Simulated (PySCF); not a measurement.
# Does the structure fit the spectrum?

A compound C7H8O2Si gives the data below (simulated from a calculation) and was assigned the structure `C=C=C([SiH2]C#CC)C(=O)O`.

¹³C{¹H} NMR (computed): δ 239.7 (C), 169.5 (C), 105.9 (C), 103.5 (C), 91.2 (C), 85.8 (CH2), -5.1 (CH3).

¹H NMR (600 MHz, computed): δ 6.27 (br s, 1H), 5.70 (s, 2H), 4.56 (q, 2H), 0.36 (t, 3H).

- PBE0/pcSseg-1 with gauge-including orbitals
- GFN2-xTB structure
- code: PySCF
- a single conformation, no solvent model, non-relativistic Hamiltonian, fast rotation and ring inversion assumed for equivalent nuclei

Shifts are taken against calculated references (same method and geometry level): ¹H (σref 31.72), ¹³C (σref 186.93) against TMS.

**Question.** Compare with the shifts computed for the proposed structure, pairing carbons in order of shift.

**Answer.** Atoms are numbered as in `[CH2:1]=[C:2]=[C:3]([SiH2:4][C:5]#[C:6][CH3:7])[C:8](=[O:9])[OH:10]`. Each H is labelled by its parent atom.

```
atom  computed for proposal  given list  difference
  C2                  232.6       239.7        -7.1
  C8                  170.4       169.5        +0.9
  C6                  113.6       105.9        +7.7
  C3                   90.5       103.5       -13.0
  C5                   82.5        91.2        -8.7
  C1                   76.2        85.8        -9.6
  C7                    6.1        -5.1       +11.2
```

The rms difference is 9.0 ppm and the largest -13.0 ppm at C3 (terminal carbon of a cumulated C=C=C unit). The proposal doesn't fit.

**Question.** Which isomer fits?

**Answer.** `C=C=C(C#C[SiH2]C)C(=O)O`.

- Carbon types of the structure: 5 × C, 1 × CH2, 1 × CH3, leaving 3 H on heteroatoms.
- δC 239.7: central carbon of an allene; the central sp carbon of an allene is among the most deshielded carbons of hydrocarbons.
- δC 169.5: carboxylic acid carbon; lone-pair donation from the attached heteroatom keeps it upfield of a ketone carbonyl.
- δC 105.9, 103.5: alkyne carbon.
- δC 91.2, 85.8: terminal carbon of a cumulated C=C=C unit.

Other isomers checked: C=C=C(C#CC)[SiH2]C(=O)O (rms 14.0 ppm); C=C=C(C#CC)C(=O)[SiH2]O (rms 25.4 ppm).

The shifts were computed for this structure.

OH/NH shifts are gas-phase values; hydrogen bonding in solution moves them, usually downfield. Shifts are as computed. Against solution values, carbons near 30 ppm lie about +3 ppm off and those near 130 ppm about +5 ppm. Of 1211 compounds with measured shifts, 218 miss one by over three times the rms of a fit or turn the order of signals round; such compounds aren't used in these exercises. The C=O carbon of an acid or of an amide with N–H lies up to 10 ppm further downfield in solution, through hydrogen bonding that the calculation lacks. No couplings were computed; multiplicities are counted from neighbouring protons, with m where these are inequivalent, close in shift, in a saturated or five-membered ring or joined by F or P, and br s for small geminal =CH2 splittings.
